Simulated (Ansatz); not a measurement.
Nudged elastic band run: AlH₈NSSi₂

Input file:

```yaml
crystal:
  periodic: [false, false, false]
  atoms:
    - { symbol: "N", position_ang: [-1.08225, 2.739865, 1.383263] }
    - { symbol: Si, position_ang: [-0.896285, 1.398212, 0.143763] }
    - { symbol: Al, position_ang: [0.044075, -0.655279, 0.736687] }
    - { symbol: Si, position_ang: [0.639147, -2.271583, -0.834286] }
    - { symbol: S, position_ang: [2.53678, -1.931314, -1.829916] }
    - { symbol: H, position_ang: [-0.108796, 2.884914, 1.81579] }
    - { symbol: H, position_ang: [-1.596523, 2.303946, 2.220517] }
    - { symbol: H, position_ang: [-2.250426, 1.206525, -0.376143] }
    - { symbol: H, position_ang: [-0.143587, 2.022382, -0.943953] }
    - { symbol: H, position_ang: [0.330934, -0.941179, 2.20275] }
    - { symbol: H, position_ang: [-0.388462, -2.449917, -1.865139] }
    - { symbol: H, position_ang: [0.800215, -3.596513, -0.241075] }
    - { symbol: H, position_ang: [2.135678, -0.744857, -2.397558] }
basis:
  gaussian: { orbitals: STO-3G }
hamiltonian:
  xc: blyp
neb:
  order_check: false
  images: 7
  f_tol: 0.05
  max_iterations: 54
  initial_path: idpp
  final_atoms:
    - { symbol: "N", position_ang: [-0.4809194, 2.42759851, -0.17585454] }
    - { symbol: Si, position_ang: [-0.93528436, 1.256401, 1.160634] }
    - { symbol: Al, position_ang: [-0.50986755, -1.0328697, 0.9701675] }
    - { symbol: Si, position_ang: [0.60918724, -1.98695284, -0.83725756] }
    - { symbol: S, position_ang: [2.55850644, -1.14996516, -1.28973965] }
    - { symbol: H, position_ang: [-0.92910005, 2.05123519, -1.07657026] }
    - { symbol: H, position_ang: [0.55738758, 2.25649567, -0.39220364] }
    - { symbol: H, position_ang: [-0.26669387, 1.79604669, 2.3445211] }
    - { symbol: H, position_ang: [-2.36378836, 1.49322032, 1.36612647] }
    - { symbol: H, position_ang: [-0.97412578, -1.9476798, 2.09226911] }
    - { symbol: H, position_ang: [-0.20921226, -1.92052914, -2.05422846] }
    - { symbol: H, position_ang: [0.88355845, -3.40987668, -0.66075661] }
    - { symbol: H, position_ang: [2.08085194, 0.13207796, -1.43240745] }
```

Launched with:

```bash
$ ansatz run input.yaml --threads 1 --pin off --max-ram 2048MiB --backend cpu --events-out ev --progress --plain --runs-dir out
```

Output, in part (warnings, iteration lines, the closing report on the highest movable image, with atoms numbered from 0):

```
NEB end point (image 0): max|allowed force component| = 1.283e-2 eV/Å (the criterion of neb.relax_end_points is 1.000e-2)
NEB end point (image 8): max|allowed force component| = 1.298e-2 eV/Å (the criterion of neb.relax_end_points is 1.000e-2)
NEB iter   1: max|band force component| = 8.457e-1 eV/Å  barrier→ = 0.1807 eV  barrier← = 0.1530 eV  Δτ_max = 0.2000 Å  (212 SCF iters)
NEB iter   2: max|band force component| = 5.261e-1 eV/Å  barrier→ = 0.1322 eV  barrier← = 0.1046 eV  Δτ_max = 0.1345 Å  (170 SCF iters)
NEB iter   3: max|band force component| = 1.858e-1 eV/Å  barrier→ = 0.0581 eV  barrier← = 0.0304 eV  CI = image 5  Δτ_max = 0.0668 Å  (175 SCF iters)
NEB iter   4: max|band force component| = 8.061e-2 eV/Å  barrier→ = 0.0525 eV  barrier← = 0.0248 eV  CI = image 5  Δτ_max = 0.1708 Å  (162 SCF iters)
NEB iter   5: max|band force component| = 7.670e-2 eV/Å  barrier→ = 0.0445 eV  barrier← = 0.0168 eV  CI = image 5  Δτ_max = 0.1307 Å  (158 SCF iters)
NEB iter   6: max|band force component| = 4.914e-2 eV/Å  barrier→ = 0.0418 eV  barrier← = 0.0141 eV  CI = image 5  Δτ_max = 0.0487 Å  (169 SCF iters)
NEB iter   7: max|band force component| = 6.768e-2 eV/Å  barrier→ = 0.0398 eV  barrier← = 0.0122 eV  CI = image 5  Δτ_max = 0.0748 Å  (25 SCF iters)
NEB iter   8: max|band force component| = 5.179e-2 eV/Å  barrier→ = 0.0391 eV  barrier← = 0.0115 eV  CI = image 5  Δτ_max = 0.0738 Å  (170 SCF iters)
NEB iter   9: max|band force component| = 6.785e-2 eV/Å  barrier→ = 0.0388 eV  barrier← = 0.0111 eV  CI = image 5  Δτ_max = 0.0258 Å  (160 SCF iters)
NEB iter  10: max|band force component| = 2.438e-2 eV/Å  barrier→ = 0.0385 eV  barrier← = 0.0108 eV  CI = image 5  Δτ_max = 0.0000 Å  (322 SCF iters)
Total energy: -34401.28943542 eV, -1264.2240687204 hartree
Atom 0 at    -0.389771     2.563289     0.305779 Å, force     0.010753    -0.006510     0.008648 eV/Å
Atom 1 at    -1.519981     1.170388    -0.099094 Å, force    -0.011184    -0.005560     0.006623 eV/Å
Atom 2 at    -0.901947    -1.013204     0.461488 Å, force     0.006173     0.015138    -0.012994 eV/Å
Atom 3 at     1.011076    -2.030217    -0.396760 Å, force     0.003301    -0.016142     0.021627 eV/Å
Atom 4 at     2.891183    -1.149740     0.240013 Å, force    -0.015405    -0.002759    -0.016934 eV/Å
Atom 5 at     0.578353     2.291077    -0.074543 Å, force    -0.004442     0.000353    -0.003128 eV/Å
Atom 6 at    -0.202131     2.501789     1.362594 Å, force    -0.005094     0.001744    -0.005105 eV/Å
Atom 7 at    -2.786836     1.558451     0.517527 Å, force     0.001789     0.005200    -0.002951 eV/Å
Atom 8 at    -1.722134     1.294306    -1.542534 Å, force    -0.000214     0.004379     0.000683 eV/Å
Atom 9 at    -1.725248    -1.777235     1.485772 Å, force     0.004253    -0.002604    -0.000482 eV/Å
Atom 10 at     1.003672    -2.063842    -1.862904 Å, force     0.004020    -0.001733    -0.001522 eV/Å
Atom 11 at     1.138241    -3.428159     0.005285 Å, force     0.001316    -0.001724    -0.001641 eV/Å
Atom 12 at     2.646024     0.048298    -0.387923 Å, force     0.004733     0.010218     0.007176 eV/Å
Dipole moment:    -0.122746    -0.271969     0.101489 e Å
```

The forces met the threshold. The band force fell under the threshold earlier too, but the program's further tests of the path sent the band on. A vibrational analysis at the climbing image gives no mode beyond 40i cm⁻¹: the surface is too flat there to confirm a saddle point. Limits of this set-up: minimal basis.

Final band (atoms are numbered from 1 in the order of the input):

| image | path coordinate (Å) | energy (kJ/mol) | dihedral N1–Si2–Al3–H10 (°) |
| --- | --- | --- | --- |
| 0 | 0.00 | 0.0 | 8 |
| 1 | 1.10 | 0.3 | 27 |
| 2 | 2.20 | 1.1 | 47 |
| 3 | 3.29 | 2.3 | 68 |
| 4 | 4.39 | 3.3 | 92 |
| 5 | 5.49 | 3.7 | 115 |
| 6 | 6.58 | 3.4 | 141 |
| 7 | 7.67 | 2.9 | 163 |
| 8 | 8.76 | 2.7 | -177 |

The run took 2.9 min on 1 thread of Arm Neoverse V2, on a shared host, peak memory 0.1 GiB.
